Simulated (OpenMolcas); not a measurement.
A calculation on Ag3+.

| Item | Value |
| --- | --- |
| Program | OpenMolcas |
| Method | CASSCF |
| Basis | ANO-RCC-VTZP [7s6p4d2f1g] |
| Scalar Hamiltonian | DKH2, point nucleus |
| Active space | 8 electrons in 5 orbitals (4d) |
| State averaging | 2S+1 = 3 even, 10 roots; 2S+1 = 1 even, 15 roots |
| Spin-orbit coupling | RASSI with atomic mean-field integrals over the reference wave functions, term energies averaged over their components |

(1) Which level of the active space comes out lowest?

(2) How high does 4d8 3F2 lie?

(3) How high does 4d8 3P1 lie?

(4) How high does 4d8 3P0 lie?

(5) The level at 15040 cm-1 has J = 2. What is it made of, and what is its g factor?

Measured values: the list in Gamrath, thesis, University of Mons (2023).

Results:

(1) 4d8 3F4, with 99 % of that term; it is also the measured ground level.

(2) 5956 cm-1 above the lowest level; measured 5830 cm-1 above the ground level, so the calculation is off by +2 %.

(3) 19709 cm-1 above the lowest level; measured 15900 cm-1 above the ground level, so the calculation is off by +24 %.

(4) 20050 cm-1 above the lowest level; measured 16092 cm-1 above the ground level, so the calculation is off by +25 %.

(5) 47 % 4d8 1D2, 47 % 4d8 3P, 6 % 4d8 3F; g = 1.215, against 1.000 from Landé's formula for the pure leading term.

Without dynamic correlation excited terms often stand tens of per cent too high (terms of higher spin than the ground term too low), and those without a measured partner can miss by more than the paired ones. Computed and measured levels are paired by configuration, term and J; levels that our copy of the source lacks, or whose pairing is in doubt (as where it misses far off the trend of its configuration), stay unpaired and out of the deviations. Levels of configurations outside the active space are missing.
